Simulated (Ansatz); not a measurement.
`F[SiH](F)S` + H–F → `F[SiH](F)F` + H₂S at 400 K and 1 bar (ligand exchange at the Si–S bond).

Isolated molecules relaxed with PBE0-D4/def2-TZVP in Ansatz; ΔE leaves out vibrations. CBS: MP2 limit from def2 TZ/QZ plus the TZ coupled-cluster correction, frozen cores. This one scheme is used for every species. One conformer a species, not always the lowest.

```csv
species,CCSD(T)/CBS energy (Eh),H − E (kJ/mol),S (J/(mol·K))
`F[SiH](F)S`,-887.80771,89.7,339.4
H–F,-100.39570,36.5,182.2
`F[SiH](F)F`,-589.26725,67.9,298.2
H₂S,-398.97279,53.4,215.9
```

H − E and S are ideal-gas, rigid-rotor, harmonic terms from PBE0-D4/def2-TZVP, for one conformer and one mirror image of each species. 1 Eh = 2625.50 kJ/mol, R = 8.31446 J/(mol·K).

**Question.** By hand: ΔE, ΔH, ΔS and ΔG.

**Answer.** ΔE = (-589.26725) + (-398.97279) − (-887.80771) − (-100.39570) = -0.03663 Eh = -96.2 kJ/mol. Δ(H − E) = 67.9 + 53.4 − 89.7 − 36.5 = -4.9, so ΔH = -101.1 kJ/mol. ΔS = 298.2 + 215.9 − 339.4 − 182.2 = -7.5 J/(mol·K). ΔG = -101.1 − 400 × (-7.5)/1000 = -98.1 kJ/mol.

**Question.** By hand: the equilibrium constant, and the temperature at which ΔG would vanish if ΔH and ΔS stayed fixed.

**Answer.** log₁₀ K = −ΔG/(RT ln 10) = 12.8. ΔG = 0 at ΔH/ΔS = 13480 K, far beyond where these terms or the molecules hold.

The number of gas molecules stays the same, so ΔS is small and ΔH decides. A doubt of 5 kJ/mol in ΔE shifts log₁₀ K by 0.7 here. Other conformers and mirror images would add mixing entropy, several J/(mol·K) or more a flexible species. These are equilibria of isolated gas molecules and say nothing of rates. Largest T1 diagnostic: 0.012 (customary marks: 0.02 for closed shells, 0.045 for open ones).
